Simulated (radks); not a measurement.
Q: Coulomb parameter of the 4d shell of the rhodium ion Rh+ in the model configuration [Kr] 4d6.5 5p1.5, as a second difference U = [E(n + 1) + E(n - 1) - 2 E(n)] / (1)^2 with all orbitals relaxed. "Bare": the charge of the atom changes with n. "Screened": the 5p shell takes up the change at fixed total charge, which measures U(4d,4d) + U(5p,5p) - 2 U(4d,5p). Calculated with a radial shooting solver on a logarithmic mesh with Libxc functionals: scalar-relativistic Kohn-Sham, r2SCAN, spin-unpolarised, spherical densities, finite nucleus; meta-GGA in the generalised Kohn-Sham scheme; Fermi nuclear charge, rms radius 4.4945 fm. Estimate both.

A: U(bare) = 11.727 eV, U(screened by 5p) = 2.974 eV, against the Slater integral F0(4d,4d) = 17.340 eV with frozen orbitals.
